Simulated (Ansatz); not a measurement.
ClH2MoNO2 (`[NH2][Mo](=[O])(=[O])[Cl]`). Total charge 0; spin multiplicity 1. Mo: def2 effective core potential. The geometry is a stationary point of PBE0-D4/def2-TZVP. It is one conformer, not always the lowest.

```xyz
7

N     0.266   -0.804   -0.847
Mo   -0.161    0.535    0.451
O     1.040    1.700    0.425
O    -1.642    1.206    0.052
Cl   -0.277   -0.393    2.515
H     1.202   -0.972   -1.185
H    -0.428   -1.273   -1.411
```

What is the dipole moment at PBE/def2-TZVPP? (Estimate.)

The calculation gave: 3.77 D, with components (0.85, -2.86, -2.31) D in this frame, pointing from negative to positive charge.

And with r2SCAN, B3LYP, ωB97M-V? (An estimate is asked.)

Computed: r2SCAN 3.85 D, B3LYP 3.86 D, ωB97M-V 3.83 D.

Give the Mulliken charges with PBE, B3LYP, ωB97M-V in def2-TZVPP. (Estimate.)

The calculation gave: 
```tsv
atom	PBE	B3LYP	ωB97M-V
N1	-0.48	-0.50	-0.45
Mo2	1.28	1.45	1.37
O3	-0.45	-0.50	-0.48
O4	-0.45	-0.50	-0.48
Cl5	-0.30	-0.31	-0.28
H6	0.19	0.18	0.16
H7	0.19	0.18	0.16
```

B3LYP here is the variant with VWN-RPA as its local correlation; programs differ in this.
